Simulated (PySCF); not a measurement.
# Electron correlation in As (arsenic, neutral)

[Ar] 3d10 4s2 4p2 5s1, high-spin 4P determinant (an excited configuration). All numbers are calculated (PySCF 2.14, scalar relativity through the core potential, in aug-cc-pVQZ-PP with ECP10MDF (7s6p5d3f2g, 89 functions)). Frozen: 3s2 3p6 3d10; 5 electrons correlated.

| level | correlation energy (mhartree) |
| --- | --- |
| CCSD | -81.97 |
| (T) | -2.86 |
| CCSD(T) | -84.83 |

Diagnostics: T1 = 0.015, D1 = 0.0434, largest double amplitude 0.085.

The outer electron is Rydberg-like, and this basis confines it to a smaller radius and binds it less than a complete one would.

Cost of the coupled-cluster step: about 17 core-seconds, for 5 correlated electrons.
